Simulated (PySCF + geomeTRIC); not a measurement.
Species: C3H4Si2, SMILES `C=[si]1c2c1[SiH2]2` (charge 0, multiplicity 1).

Problem. Give a relaxed geometry from ωB97X-D3(BJ)/def2-TZVP (PySCF + geomeTRIC).

Solution. the end point of this relaxation (outside a Z-matrix the atoms follow the SMILES, hydrogens last).
Cartesian coordinates (Å) in one orientation:
```xyz
9

C      2.568    -0.467    -0.390
Si     0.917    -0.168    -0.304
C     -0.558     0.758    -0.536
C     -0.758    -0.523     0.091
Si    -2.270     0.409    -0.139
H      3.242     0.260    -0.823
H      2.985    -1.392    -0.014
H     -3.215     0.035    -1.204
H     -2.913     1.071     1.009
```
